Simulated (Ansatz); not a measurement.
Reaction (ligand exchange at the Si–N bond): `CN(C)[SiH3]` + `C[O][Ga]([OH])[Br]` → `C[O][Ga]([Br])[O][SiH3]` + `CNC`

Program: Ansatz. Geometries: PBE0-D4/def2-TZVP. ΔE: electronic, gas phase. CBS: MP2 limit from def2 TZ/QZ plus the TZ coupled-cluster correction, frozen cores. For Br, Ga outer-core shells are correlated without core-valence functions, which leaves a few kJ/mol of doubt a bond. Scalar relativity is left out up to krypton. One conformer a species, not always the lowest.

```
                  species  MP2/def2-QZVPP energy (Eh)
            `CN(C)[SiH3]`                  -425.18377
     `C[O][Ga]([OH])[Br]`                 -4687.64824
`C[O][Ga]([Br])[O][SiH3]`                 -4977.93488
                    `CNC`                  -134.91716
```

Problem. Work out ΔE.

Solution. ΔE = (-4977.93488) + (-134.91716) − (-425.18377) − (-4687.64824) = -0.02003 Eh = -52.6 kJ/mol. CCSD(T)/CBS gives -54.4 kJ/mol.

Largest T1 diagnostic among the species: 0.012.

Leaving LDA and LC-ωPBE aside and taking each functional with its dispersion term where it has one, the values, not all of them listed here, spread over 21.0 kJ/mol, from BHLYP-D4 to revPBE-D4. LDA lies +7.7 kJ/mol from PBE without D4. From BLYP to BHLYP (50 % exact exchange), in def2-TZVPP and without D4, ΔE moves by −8.3 kJ/mol.
